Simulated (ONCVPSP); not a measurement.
## Reading a pseudo-wave (Cl (Z = 17))

Columns: radius, all-electron u(r) and pseudo u(r) of the 3s shell (level -44.87 eV) of chlorine in the configuration [Ne] 3s2 3p3; Wu-Cohen, scalar-relativistic, ONCV scheme, ONCVPSP 4.0.1.

```
r (bohr)  all-electron  pseudo
   0.070        0.2122  0.0447
   0.140       -0.0903  0.0885
   0.210       -0.3512  0.1316
   0.280       -0.4614  0.1760
   0.350       -0.4385  0.2245
   0.420       -0.3254  0.2786
   0.490       -0.1628  0.3383
   0.560        0.0190  0.4009
   0.630        0.1998  0.4637
   0.700        0.3669  0.5250
   0.770        0.5137  0.5856
   0.840        0.6369  0.6479
   0.910        0.7362  0.7137
   0.980        0.8124  0.7811
   1.050        0.8671  0.8438
   1.120        0.9025  0.8923
   1.190        0.9210  0.9194
   1.260        0.9252  0.9251
   1.330        0.9174  0.9174
   1.400        0.8999  0.8999
   1.470        0.8747  0.8747
   1.540        0.8436  0.8437
   1.610        0.8082  0.8082
   1.680        0.7697  0.7698
   1.750        0.7293  0.7293
   1.820        0.6878  0.6878
```

(1) How many radial nodes do the two functions have?

(2) At about which radius was the pseudo-wave matched?

(3) Is the pseudo-wave norm-conserving?

## Answers

(1) The all-electron 3s function has n − l − 1 = 2; the pseudo-wave has 0, since the states of the same l below it are removed with the core.

(2) 1.25 bohr, where the columns begin to agree (steps of 0.07 bohr).

(3) Yes: the ONCV scheme keeps the norm inside the radius equal to the all-electron one, which fixes the energy derivative of the logarithmic derivative at the level.
